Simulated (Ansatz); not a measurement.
(HAlTe)4 cubane (Al4Te4H4) was relaxed with PBE-D4 (def2-SVP) in Ansatz in these states: charge +1 doublet, neutral singlet. The geometries follow in no particular order.

In the def2 sets Te takes a core potential; there is no spin–orbit coupling.

A:

```csv
atom,x (Å),y (Å),z (Å)
Al1,2.0449,-0.1072,0.1440
H2,3.6311,-0.1909,0.2557
Te3,1.0384,2.1098,-1.0111
Al4,-0.6726,1.6498,1.0196
H5,-1.1948,2.9296,1.8102
Te6,0.6733,-0.1857,2.4625
Al7,-0.8324,-1.6921,0.8112
H8,-1.4776,-3.0046,1.4408
Te9,0.8381,-2.0571,-1.2718
Al10,-0.5399,0.1494,-1.9748
H11,-0.9587,0.2659,-3.5067
Te12,-2.5498,0.1330,-0.1796
```

B:

```xyz
12

Al    1.177    1.235    1.009
H     2.201    1.942    1.994
Te   -1.403    2.004    1.028
Al   -1.557   -0.602    1.442
H    -2.609   -1.233    2.439
Te    1.035   -1.451    1.632
Al    1.380   -1.342   -1.077
H     2.272   -2.463   -1.745
Te    1.697    1.223   -1.633
Al   -0.976    0.975   -1.424
H    -1.893    1.447   -2.630
Te   -1.325   -1.737   -1.035
```

**Question.** Judge from the bond lengths which geometry belongs to which state (an estimate).

**Answer.** A is the neutral singlet (Al10–Te12 2.695 Å, Al1–Te6 2.695 Å, Te3–Al4 2.695 Å); B is the charge +1 doublet (Al10–Te12 2.762 Å, Al1–Te6 2.761 Å, Te3–Al4 2.643 Å).
